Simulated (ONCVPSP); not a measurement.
# cerium, ONCV: configuration errors across variants

| Property | Result |
| --- | --- |
| Element | Ce (Z = 58) |
| Generator | ONCVPSP 4.0.1 |
| Type | optimised norm-conserving Vanderbilt (ONCV) |
| Functional | PBEsol |
| Relativity | scalar-relativistic |
| Frozen core | [Kr] 4d10 |
| Valence charge | 12 |
| Reference configuration | 4f1 5s2 5p6 5d1 6s2 |
| Partial waves | 5s+6s: rc 2.45 bohr, ncon 3, nbas 7, qcut 5.2 1/bohr, 2 projectors; 5p: rc 2.75 bohr, ncon 4, nbas 7, qcut 6 1/bohr, 1 projector; 5d: rc 2.70 bohr, ncon 4, nbas 7, qcut 3 1/bohr, 1 projector; 4f: rc 1.30 bohr, ncon 4, nbas 8, qcut 11.5 1/bohr, local |
| Local potential | the f channel |
| Core correction | Teter function, fcfact 1.75, rcfact 1.25 |

All-electron excitation energies from the reference (eV): (1) 4f1 5s2 5p6 5d1 6s1 6.103; (2) 4f1 5s2 5p6 5d1 6s0 17.141; (3) 4f1 5s2 5p6 5d0 6s0 36.278; (4) 4f1 5s2 5p6 5d1 6s1 6p1 2.480.

A true bound ghost makes a file unfit for plane-wave use even where its test errors are small: the radial tests pick states by their node count and pass the ghost by.

Errors AE − PS in meV (a dash: test not solved or not reliable):

| change | (1) | (2) | (3) | (4) | bound ghosts | GHOST(+) flags above zero |
| --- | --- | --- | --- | --- | --- | --- |
| base | -1.7 | -6.9 | +4.8 | +37 | s, p, d | none |
| f: rc 0.9 | -1.6 | -5.9 | +5.0 | +38 | s, p, d | none |
| f: rc 1.06 | -1.6 | -6.1 | +5.0 | +39 | s, p, d | none |
| f: rc 1.14 | -1.6 | -6.2 | +5.0 | +39 | s, p, d | none |
| f: rc 1.42 | – | – | – | – | s, p | none |
| f: rc 1.62 | -1.6 | -5.9 | +3.5 | +20 | s, p | d |
| f: rc 1.78 | -1.7 | -6.5 | +2.4 | +8.1 | s, p | d |
| f: rc 1.88 | -1.7 | -6.7 | +2.3 | -1.9 | p | s, d |

Question: Give the same row for: f: rc 1.54.

Answer: -1.5, -5.2, +4.0, +26; bound ghosts: s, p; GHOST(+) flags above zero: d.
